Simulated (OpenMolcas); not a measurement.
# Levels of As by method

| Property | Result |
| --- | --- |
| Program | OpenMolcas |
| Basis | ANO-R2 [6s5p4d3f1g] |
| Scalar Hamiltonian | X2C, finite nucleus |
| Active space | 3 electrons in 3 orbitals (4p) |
| State averaging | 2S+1 = 4 odd, 1 root; 2S+1 = 2 odd, 8 roots |
| Spin-orbit coupling | RASSI with atomic mean-field integrals over the reference wave functions, term energies averaged over their components |

Methods on the same reference wave functions:
A. CASSCF
B. SS-CASPT2, IPEA 0.25 Eh, imaginary shift 0.1 Eh (closed shells correlated: 3d 4s)

Energies in cm-1 above 4s2 4p3 4S* 3/2, the measured ground level; measured values from NIST Handbook of Basic Atomic Spectroscopic Data.

| Level | A | B | Measured |
| --- | --- | --- | --- |
| 4s2 4p3 4S* 3/2 | 0.0 | 0.0 | 0.0 |
| 4s2 4p3 2D* 3/2 | 14568 | 11770 | 10593 |
| 4s2 4p3 2D* 5/2 | 14757 | 11990 | 10915 |
| 4s2 4p3 2P* 1/2 | 24405 | 20100 | 18186 |
| 4s2 4p3 2P* 3/2 | 24656 | 20400 | 18648 |

Deviations, from unrounded energies. A percentage is the sum of absolute deviations over the sum of measured energies, with the sign that they share, or ± where signs differ.

| Against measurement | Levels | A | B |
| --- | --- | --- | --- |
| mean absolute deviation (cm-1) | 4 | 5000 | 1500 |
| other terms of the ground configuration (%) | 4 | +34.4 | +10.2 |

B lies closest to measurement on these levels. The largest miss of B in the table is 4s2 4p3 2P* 1/2, by +1900 cm-1. The ranking rests on the paired levels alone, and a cruder setting can come out closer through cancelling errors.

From A to B the spin-free energies of the other terms of 4s2 4p3 shown, above 4S*, scale by factors of 0.81 to 0.82.

The lowest spin-free term lies below A's lowest term by 0.545 hartree in B.

CASPT2 does not keep the components of a term degenerate, so their means are used; among the terms shown or strongly mixed into the levels shown the widest spread is 130 cm-1 (4s2 4p3 2D*, B). With the s shell closed, the reference lacks s² → p² mixing. Without dynamic correlation excited terms often stand tens of per cent too high (terms of higher spin than the ground term too low), and those without a measured partner can miss by more than the paired ones (holds for A). Computed and measured levels are paired by configuration, term and J; levels that our copy of the source lacks, or whose pairing is in doubt (as where it misses far off the trend of its configuration), stay unpaired and out of the deviations. Only configurations of the active space appear.

* marks odd parity.
